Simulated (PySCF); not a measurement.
**Electronic absorption of C6H8N2Se**

C6H8N2Se.
SMILES: `c1n[se]nc1C1CCC1`

Computed, not measured: TDDFT PBE0/def2-SVPD, vertical, gas phase, core orbitals frozen in the response in PySCF 2.14.0, density-fitted response routines. The structure is a single PBE0-D3(BJ)/def2-SVP conformer in the gas phase; no vibrational or solvent corrections. Relativistic effects, spin–orbit coupling among them, are left out although an element past zinc is present. Torsions of this conformer, `[cH:1]1[n:2][se:3][n:4][c:5]1[CH:6]1[CH2:7][CH2:8][CH2:9]1`: N4–C5–C6–C7 -132°.

| state | E (eV) | E (kJ/mol) | λ (nm) | f | main configurations (H = HOMO, L = LUMO) |
| --- | --- | --- | --- | --- | --- |
| S1 | 4.80 | 463 | 258.3 | 0.172 | H→L (93%) |
| S2 | 4.85 | 468 | 255.4 | 0.0004 | H-1→L (86%), H→L+1 (10%) |
| S3 | 4.96 | 479 | 249.8 | 0.0000 | H→L+1 (89%), H-1→L (10%) |
| S4 | 5.36 | 517 | 231.4 | 0.0006 | H-2→L (93%) |
| S5 | 6.15 | 594 | 201.5 | 0.023 | H-1→L+1 (47%), H-3→L (45%) |
| S6 | 6.24 | 602 | 198.8 | 0.017 | H-1→L+1 (45%), H-3→L (45%) |

The lowest singlet lies at 4.80 eV (258 nm, ultraviolet) and is strong; its leading configuration is HOMO→LUMO (93%). The lowest level is also the most intense of those listed (f = 0.172). Löwdin shares by element: HOMO selenium 51%, carbon 25% or more, nitrogen 7% or more (atoms not listed hold the other 16%); LUMO nitrogen 47%, selenium 20%, carbon 14% or more (atoms not listed hold the other 19%). Of the 6 states listed, 3 reach f = 0.01 and 2 stay under 0.0005. Weighted by f, the mean energy of these states is 5.06 eV. Orbital energies (eV): HOMO-3 -8.70, HOMO-2 -8.61, HOMO-1 -8.23, HOMO -7.17, LUMO -1.62, LUMO+1 -0.64, LUMO+2 0.58. Only the lowest 6 singlets were computed, as vertical energies without vibronic structure.

The run took about 1.9 min of CPU time (one thread, shared machine).
